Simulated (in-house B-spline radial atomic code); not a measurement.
Ionising Ge V (Ge4+) with different functionals

Computed with an all-electron radial atomic-structure program (B-spline basis): non-relativistic Hamiltonian, point nucleus, spin-polarised at highest spin, spherical fractional occupations for the functionals, the average over the highest-spin determinants for Hartree-Fock. The ionisation energy is the difference of two self-consistent energies, [Ar] 3d10 → [Ar] 3d9, without Breit or QED terms; ε is the level of the shell that loses the electron (its least bound occupied spin orbital). There is no spin-orbit coupling in this Hamiltonian.

Hybrids are left out here: with spherical fractional occupations of an open shell their exact exchange keeps a self-interaction that integer-occupation calculations don't have.

```csv
method,rung,ΔSCF (eV),-ε(3d) (eV)
Hartree-Fock,Hartree-Fock,88.99,93.03
LDA VWN5,LDA,91.57,78.91
LDA PW92,LDA,?,?
LDA exchange-only,LDA,89.51,76.94
PBE,GGA,91.20,78.55
PBEsol,GGA,91.17,78.52
BLYP,GGA,91.14,78.50
RPBE,GGA,91.10,78.44
PW91,GGA,91.35,78.69
BP86,GGA,91.27,78.60
AM05,GGA,?,?
OLYP,GGA,91.65,78.96
TPSS,meta-GGA,91.10,78.46
SCAN,meta-GGA,91.67,79.12
r2SCAN,meta-GGA,91.72,79.15
M06-L,meta-GGA,91.52,78.93
revTPSS,meta-GGA,90.97,78.34
```

**Question.** What does AM05 give?

**Answer.** ΔSCF 91.21 eV, and -ε(3d) = 78.55 eV.

**Question.** What does LDA PW92 give?

**Answer.** ΔSCF 91.56 eV, and -ε(3d) = 78.90 eV.

**Question.** How do they compare with the NIST value?

**Answer.** NIST lists 90.50 eV ± 0.019 (measured, ground level to ground level). Errors run from -1.51 to +1.22 eV; revTPSS is closest (+0.47 eV), but part of that can be cancellation, since the calculations leave out relativity, Breit-QED terms, multiplet and fine-structure energies. Hartree-Fock also lacks correlation.
